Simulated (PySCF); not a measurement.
**Correlation energy of Cl²⁺ (chlorine, charge +2)**

[Ne] 3s1 3p4, high-spin 4P determinant (an excited configuration). Computed with PySCF 2.14 in ANO-RCC-VTZP, with the spin-free X2C one-electron Hamiltonian (Gaussian nucleus). Frozen: 1s2; 13 electrons correlated.

```
  level  correlation energy (mhartree)
   CCSD                        -154.07
    (T)                          -7.83
CCSD(T)                        -161.90
```

Diagnostics: T1 = 0.0072, D1 = 0.0274, largest double amplitude 0.199.

A double-excitation amplitude exceeds 0.15, a sign of near-degeneracy.

Cost of the coupled-cluster step: about 0.7 core-seconds, for 13 correlated electrons.

Iterations:

```
CC2 = 0
CCSD nocc = (np.int64(8), np.int64(5)), nmo = (33, 33)
frozen orbitals [[0], [0]]
max_cycle = 100
direct = 0
conv_tol = 1e-08
conv_tol_normt = 1e-06
diis_space = 8
diis_start_cycle = 0
Init t2, MP2 energy = -0.115307726938504
Init E_corr(UCCSD) = -0.115307726938931
cycle = 1  E_corr(UCCSD) = -0.136423095962097  dE = -0.021115369  norm(t1,t2) = 0.0772134
cycle = 2  E_corr(UCCSD) = -0.14410651690002  dE = -0.00768342094  norm(t1,t2) = 0.0450067
cycle = 3  E_corr(UCCSD) = -0.154333210054797  dE = -0.0102266932  norm(t1,t2) = 0.0285935
cycle = 4  E_corr(UCCSD) = -0.153859120815394  dE = 0.000474089239  norm(t1,t2) = 0.00296138
cycle = 5  E_corr(UCCSD) = -0.154222535244817  dE = -0.000363414429  norm(t1,t2) = 0.00113979
cycle = 6  E_corr(UCCSD) = -0.154049104205477  dE = 0.000173431039  norm(t1,t2) = 0.000651217
cycle = 7  E_corr(UCCSD) = -0.154036273856031  dE = 1.28303494e-05  norm(t1,t2) = 0.00116896
cycle = 8  E_corr(UCCSD) = -0.154057963934554  dE = -2.16900785e-05  norm(t1,t2) = 0.000507939
cycle = 9  E_corr(UCCSD) = -0.154073646478239  dE = -1.56825437e-05  norm(t1,t2) = 6.36889e-05
cycle = 10  E_corr(UCCSD) = -0.154070402583242  dE = 3.243895e-06  norm(t1,t2) = 2.202e-05
cycle = 11  E_corr(UCCSD) = -0.154070188472348  dE = 2.14110894e-07  norm(t1,t2) = 5.79678e-06
cycle = 12  E_corr(UCCSD) = -0.154070135025451  dE = 5.34468976e-08  norm(t1,t2) = 1.7327e-06
cycle = 13  E_corr(UCCSD) = -0.154070135009781  dE = 1.56693825e-11  norm(t1,t2) = 4.56344e-07
UCCSD converged
E(UCCSD) = -459.3102682515  E_corr = -0.1540701350097811
UCCSD(T) correction = -0.00782877810776384
```
